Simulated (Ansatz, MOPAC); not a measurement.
Species: prop-2-enylboronic acid, C₃H₇BO₂, net charge 0, singlet state. SMILES: OB(CC=C)O

Atoms: C1, C2, C3, B4, O5, O6, H7, H8, H9, H10, H11, H12, H13. Bonds: C1-C2, C1-H7, C1-H8, C2-C3, C2-H9, C3-B4, C3-H10, C3-H11, B4-O5, B4-O6, O5-H12, O6-H13.

Bond lengths (Å) and angles (degrees) optimised at AM1 with MOPAC; MNDO with MOPAC; HF/STO-3G with Ansatz (an electronic-structure program); MP2/6-31G* with Ansatz, each started from the B3LYP-D3(BJ)/def2-TZVP structure (Ansatz) of the last column. A row stands for all coordinates that are equal there; 11 of 29 kinds are shown. 6-31G* holds six Cartesian d functions. No wavenumbers were computed at MNDO, HF/STO-3G, MP2/6-31G*, so these may be saddle points.

| coordinate | AM1 | MNDO | HF/STO-3G | MP2/6-31G* | B3LYP-D3(BJ)/def2-TZVP |
|---|---|---|---|---|---|
| C1-C2 | 1.331 | 1.341 | 1.309 | 1.339 | 1.328 |
| C1-H7 | 1.098 | 1.090 | 1.081 | 1.085 | 1.082 |
| C1-H8 | 1.098 | 1.089 | 1.081 | 1.087 | 1.084 |
| C2-C3 | 1.478 | 1.503 | 1.524 | 1.505 | 1.500 |
| C2-H9 | 1.104 | 1.096 | 1.085 | 1.090 | 1.086 |
| C3-B4 | 1.552 | 1.590 | 1.592 | 1.577 | 1.579 |
| C3-H10 | 1.115 | 1.114 | 1.085 | 1.094 | 1.091 |
| C3-H11 | 1.119 | 1.115 | 1.090 | 1.097 | 1.099 |
| C1-C2-C3 | 123.8 | 126.7 | 125.2 | 124.8 | 125.2 |
| C2-C3-B4 | 113.6 | 112.6 | 112.2 | 109.0 | 113.0 |
| C3-B4-O5 | 120.8 | 119.3 | 118.2 | 117.2 | 118.0 |

Mean signed difference of all 12 bond lengths from B3LYP-D3(BJ)/def2-TZVP: AM1 0.001 Å, MNDO 0.004 Å, HF/STO-3G 0.001 Å, MP2/6-31G* 0.005 Å.
